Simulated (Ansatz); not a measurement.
CH8BNSn, SMILES `CN[BH][SnH3]`. The species carries charge 0 and has multiplicity 1. Sn: def2 effective core potential.

```xyz
12

C     1.214   -0.685    1.734
N     0.317   -0.040    0.798
B     0.136   -0.368   -0.531
Sn   -1.327    0.796   -1.777
H     0.667   -1.109    2.580
H     1.954    0.020    2.124
H     1.739   -1.491    1.222
H    -0.208    0.720    1.206
H     0.776   -1.277   -0.980
H    -0.597    1.586   -3.109
H    -2.581   -0.173   -2.424
H    -2.090    2.022   -0.842
```

List the harmonic frequencies (cm⁻¹, unscaled) at PBE0-D4/def2-TZVP in Ansatz. (Estimate.)

The calculation gave: 85, 136, 152, 181, 291, 386, 391, 620, 676, 691, 741, 741, 874, 992, 1050, 1143, 1169, 1336, 1448, 1485, 1486, 1556, 1892, 1918, 1922, 2598, 3041, 3099, 3153, 3601.

Is this a minimum?

Yes, all 30 modes are real.

Give the ideal-gas thermochemistry at 298.15 K and 1 bar (rigid rotor, harmonic oscillator; point group Cs, symmetry number 1).

Zero-point energy 232.4 kJ/mol; H(298) − E = 254.2 kJ/mol; entropy 355.7 J/(mol·K), of which translation 172.4, rotation 111.5, vibration 71.9; G(298) − E = 148.1 kJ/mol. Modes under 100 cm⁻¹ are hindered rotations or soft bends, so the harmonic entropy is rough.

And at 400, 500, 600, 800 and 1000 K?


```
T (K)  H − E (kJ/mol)  S (J/mol/K)  G − E (kJ/mol)
  400           266.8        391.9           110.0
  500           281.3        424.2            69.2
  600           297.6        453.9            25.3
  800           334.6        507.0           -71.0
 1000           376.2        553.2          -177.1
```
